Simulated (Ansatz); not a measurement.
`[SiH3][O][GeH]` + NH₃ → `[NH2][GeH]` + `O[SiH3]` at 400 K and 1 bar (ligand exchange at a Ge–O bond).

Calculated with Ansatz (gas phase, PBE0-D4/def2-TZVP geometries, no zero-point term in ΔE). CBS: MP2 limit from def2 TZ/QZ plus the TZ coupled-cluster correction, frozen cores. This one scheme is used for every species. For Ge outer-core shells are correlated without core-valence functions, which leaves a few kJ/mol of doubt a bond. Scalar relativity is left out up to krypton.

```tsv
species	CCSD(T)/CBS energy (Eh)	H − E (kJ/mol)	S (J/(mol·K))
`[SiH3][O][GeH]`	-2442.79250	118.9	344.5
NH₃	-56.50880	104.2	203.1
`[NH2][GeH]`	-2132.60664	102.2	275.6
`O[SiH3]`	-366.69042	120.0	276.4
```

H − E and S are ideal-gas, rigid-rotor, harmonic terms from PBE0-D4/def2-TZVP. 1 Eh = 2625.50 kJ/mol, R = 8.31446 J/(mol·K).

Q: By hand: ΔE, ΔH, ΔS and ΔG.

A: ΔE = (-2132.60664) + (-366.69042) − (-2442.79250) − (-56.50880) = 0.00424 Eh = 11.1 kJ/mol. Δ(H − E) = 102.2 + 120.0 − 118.9 − 104.2 = -0.9, so ΔH = 10.2 kJ/mol. ΔS = 275.6 + 276.4 − 344.5 − 203.1 = 4.4 J/(mol·K). ΔG = 10.2 − 400 × (4.4)/1000 = 8.4 kJ/mol.

Q: By hand: the equilibrium constant, and the temperature at which ΔG would vanish if ΔH and ΔS stayed fixed.

A: log₁₀ K = −ΔG/(RT ln 10) = -1.1. ΔG = 0 at ΔH/ΔS = 2318 K, though so small a ΔS makes that figure unsure.

The number of gas molecules stays the same, so ΔS is small and ΔH decides. A doubt of 5 kJ/mol in ΔE shifts log₁₀ K by 0.7 here. These are equilibria of isolated gas molecules and say nothing of rates. Largest T1 diagnostic: 0.015 (customary marks: 0.02 for closed shells, 0.045 for open ones).
